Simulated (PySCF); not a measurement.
Zr(Me)(H)3 (CH6Zr), SMILES [CH3][ZrH3], multiplicity 1. The structure is a stationary point at PBE-D3(BJ)/def2-TZVP. The spin state was assumed, not searched. The structure was generated by enumeration; whether it is a known compound was not checked. The def2 effective core potentials stand for the cores of Zr; spin–orbit coupling is left out.

Method: PBE-D3(BJ)/def2-TZVP (PySCF).

Harmonic wavenumbers (cm⁻¹): 146, 247, 247, 467, 473, 473, 567, 611, 611, 1099, 1351, 1351, 1619, 1619, 1659, 2918, 3011, 3011. Rotational constants (GHz): 39.55, 6.788, 6.788; symmetry number 3.

Task: Work out the zero-point energy and the ideal-gas rigid-rotor harmonic-oscillator thermochemistry at 298.15 K and 1 atm.

Result: ZPE = ½ Σ hcν = ½ × 21479 cm⁻¹ = 30.71 kcal/mol. H − E(el) = 34.90 kcal/mol. Entropy in cal/(mol K): translation 39.98, rotation 20.51, vibration 9.94, total 70.43. G − E(el) = 13.90 kcal/mol. Cp = 21.13 cal/(mol K). Modes under 150 cm⁻¹ make the vibrational entropy uncertain.
